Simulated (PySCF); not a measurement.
**Electron correlation in Ca⁺ (calcium, charge +1)**

[Ar] 4p1, 2P determinant (an excited configuration). Computed with PySCF 2.14 in def2-TZVPPD (6s5p3d, 36 functions), with the non-relativistic Hamiltonian (point nucleus). Frozen: [Ne]; 9 electrons correlated.

MP2 pair energies summed by pair of shells (mhartree):

| pair | energy | share (%) |
| --- | --- | --- |
| 3p-3p | -135.02 | 80.8 |
| 3s-3p | -16.77 | 10.0 |
| 3p-4p | -8.39 | 5.0 |
| 3s-3s | -6.55 | 3.9 |
| 3s-4p | -0.33 | 0.2 |

Total MP2 correlation energy: -167.06 mhartree.

Same-spin part -47.79 and opposite-spin part -119.27 mhartree; SCS-MP2 scales them by 1/3 and 6/5 to -159.05 mhartree.

This basis was not built for core-valence correlation, so the inner-shell part is incomplete.
